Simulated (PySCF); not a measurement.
## From computed data to an observable: entropy of an ideal gas

BH₂O₃, SMILES [O-]B(O)O, charge -1.

Coordinates come from a PBE-D3(BJ)/def2-SVPD optimisation. One conformer was computed; it need not be the lowest.

PBE-D3(BJ)/def2-SVPD run with PySCF gives the harmonic wavenumbers 402, 442, 499, 520, 686, 772, 922, 1029, 1175, 1500, 3757, 3760 cm⁻¹ and the rotational temperatures 0.4911, 0.4682, 0.2397 K. The molar mass is 60.82 g/mol, the symmetry number 2, the spin multiplicity 1.

Work out the entropy at 298.15 K and 1 atm in the rigid-rotor, harmonic-oscillator model.


Translation (Sackur–Tetrode at 1 atm): S = R[1.5 ln M + 2.5 ln T − 1.16487] = 160.0 J/(mol K).
Rotation: q = (√π/σ) T^1.5/√(θA θB θC) = 19400, S = R[ln q + 3/2] = 94.6 J/(mol K).
Vibration: with u = 1.4388 ν/T, each mode gives R[u/(e^u − 1) − ln(1 − e^−u)]:
| ν (cm⁻¹) | modes | u | S (J/(mol K)) |
|---|---|---|---|
| 402 | 1 | 1.94 | 4.00 |
| 442 | 1 | 2.13 | 3.43 |
| 499 | 1 | 2.41 | 2.76 |
| 520 | 1 | 2.51 | 2.55 |
| 686 | 1 | 3.31 | 1.35 |
| 772 | 1 | 3.73 | 0.97 |
| 922 | 1 | 4.45 | 0.54 |
| 1029 | 1 | 4.97 | 0.35 |
| 1175 | 1 | 5.67 | 0.19 |
| 1500 | 1 | 7.24 | 0.05 |
The stiffer modes add less than 0.005 each. Sum 16.2 J/(mol K).
Spin: R ln 1 = 0.0 J/(mol K).
Total 270.7 J/(mol K); the program's own thermochemistry gives 270.7. Translation makes up 59 % and vibration 6 %. Anharmonicity, hindered rotation and orbital degeneracy are left out.
